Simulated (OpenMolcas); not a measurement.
V4+ (d1) in a complex was computed by CASSCF with the d shell active (OpenMolcas, ANO-RCC-VDZP on the metal). Its lowest spin-free states, and all those of the highest spin:

```csv
2S+1,Degeneracy,E (cm-1)
2,2,0.0
2,3,6219
```

Q: Is the site octahedral, tetrahedral or cube-like, axial, or of lower symmetry?

A: The states with 2S+1 = 2 have orbital degeneracies 2, 3. Threefold states need a cubic site. For d1 at this spin an octahedron puts the threefold T2 below the twofold E and a tetrahedron or cube puts the twofold E below the threefold T2, so the site is a tetrahedron or a cube, which this pattern cannot tell apart. The first gap at this spin, 6220 cm-1, is |10Dq| in ligand-field theory. The run had V4+ with 4 ligands (iodide) in tetrahedral coordination (Td) at 2.58 Å. Ligand basis ANO-RCC-VDZP.

An orbital doublet at a regular site is open to a Jahn-Teller distortion, which this geometry leaves out. The least metal-like active orbital is 75 % on the metal (Löwdin) and no ligand orbital is active, so the numbers are rough. Ligand-to-metal charge-transfer states are missing. This ion would oxidise such ligands; the complex is a model and need not exist. With metal d orbitals alone and no dynamic correlation the field as a rule comes out too small, by tens of per cent, by up to half for chloride and softer ligands. No measured value stands beside these numbers; the geometry was imposed, not optimised, and the real ion may take another.
